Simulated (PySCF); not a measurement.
Several orderings of computed values.

Each SMILES stands for a single optimised conformer of the isolated species, non-relativistic unless stated. Electronic properties by PySCF.

Dipoles, sizes and rotational constants follow the conformer. The torsions of the flexible species, by atom-mapped SMILES:
- `[F:1][C:2]1=[C:3]([F:4])[P:5]1(=[S:6])[CH2:7][C:8]([F:9])([F:10])[F:11]`: C3–P5–C7–C8 138°, P5–C7–C8–F9 -154°
- `[CH2:1]=[CH:2][Si@H:3]1[NH:4][Si@H:5]([C:6]([F:7])([F:8])[F:9])[NH:10]1`: C1–C2–Si3–N4 137°, N4–Si5–C6–F7 81°
- `[CH2:1]=[CH:2][S:3][C:4]#[N:5]`: C1–C2–S3–C4 0°
- `[CH3:1][CH:2]([CH3:3])[c:4]1[n:5][cH:6][s:7][n:8]1`: C1–C2–C4–N5 61°
- `[CH:1]#[C:2][CH2:3][CH2:4][Si:5]1([F:6])[CH2:7][CH2:8][CH2:9]1`: C2–C3–C4–Si5 -63°, C3–C4–Si5–F6 -59°
- `[CH3:1][C:2](=[O:3])[c:4]1[n:5][cH:6][cH:7][p:8][c:9]1[CH3:10]`: C1–C2–C4–N5 0°
- `[SiH3:1][CH2:2][c:3]1[cH:4][s:5][c:6]2[cH:7][cH:8][nH:9][c:10]12`: Si1–C2–C3–C4 -102°
- `[CH3:1][CH2:2][NH:3][N:4]([CH3:5])[C:6]([CH3:7])([CH3:8])[CH3:9]`: C1–C2–N3–N4 176°, C2–N3–N4–C5 88°, N3–N4–C6–C7 58°
- `[CH3:1][CH:2]([CH3:3])[C:4]1=[CH:5][SiH2:6][C:7]([F:8])=[CH:9]1`: C1–C2–C4–C5 -118°

The conformers of `CO[C@H](F)[SiH2][SiH2]C(=O)O` aren't listed.

(1) Rank by dipole moment, lowest first (PBE0/pcSseg-1 at GFN2-xTB geometries).
A. `C#CCC[Si]1(F)CCC1`
B. `CC(=O)c1nccpc1C`
C. `[SiH3]Cc1csc2cc[nH]c12`
D. `C=CSC#N`
E. `C=C[Si@H]1N[Si@H](C(F)(F)F)N1`
F. `CC(C)c1ncsn1`
G. `FC1=C(F)P1(=S)CC(F)(F)F`

(2) Give the two extremes of that set in atomic units.

(3) Rank by smallest rotational constant, highest first (GFN2-xTB).
A. `CC(=O)c1nccpc1C`
B. `CCNN(C)C(C)(C)C`
C. `[SiH3]Cc1csc2cc[nH]c12`
D. `CC(C)c1ncsn1`
E. `C=CSC#N`
F. `C1CC[Si]1(CCC#C)F`

(4) By how much do the two ends of that ranking differ?

(5) Rank by HOMO–LUMO gap, highest first (PBE0/pcSseg-1 at GFN2-xTB geometries).
A. `c1(c(pccn1)C)C(C)=O`
B. `CC(C)C1=C[SiH2]C(F)=C1`
C. `C#CCC[Si]1(F)CCC1`
D. `C=CSC#N`

(6) Give the two extremes of that set in kcal/mol.

(7) Rank by HOMO energy, highest first (PBE0/pcSseg-1 at GFN2-xTB geometries).
A. `CCNN(C)C(C)(C)C`
B. `[nH]1ccc2scc(c12)C[SiH3]`
C. `[SiH2]([C@@H](F)OC)[SiH2]C(O)=O`
D. `CC(=O)c1nccpc1C`
E. `CC(C)C1=C[SiH2]C(F)=C1`
F. `C=C[Si@H]1N[Si@H](C(F)(F)F)N1`
G. `C=CSC#N`
H. `CC(C)C1=NSC=N1`

## Answers

(1) F (1.11 D), A (1.71 D), B (2.43 D), C (2.64 D), G (3.12 D), D (3.57 D), E (3.79 D).

(2) `CC(C)c1ncsn1`: 0.44 au; `C=C[Si@H]1N[Si@H](C(F)(F)F)N1`: 1.49 au.

(3) E (2.377 GHz), D (1.082 GHz), B (0.879 GHz), F (0.813 GHz), A (0.670 GHz), C (0.566 GHz).

(4) By 1.811 GHz, between `C=CSC#N` and `[SiH3]Cc1csc2cc[nH]c12`.

(5) C (8.49 eV), D (6.70 eV), B (5.06 eV), A (4.64 eV).

(6) `CC(=O)c1nccpc1C`: 107 kcal/mol; `C#CCC[Si]1(F)CCC1`: 196 kcal/mol.

(7) B (-5.75 eV), A (-6.14 eV), E (-6.42 eV), D (-7.11 eV), F (-7.33 eV), G (-7.46 eV), C (-7.60 eV), H (-7.78 eV).
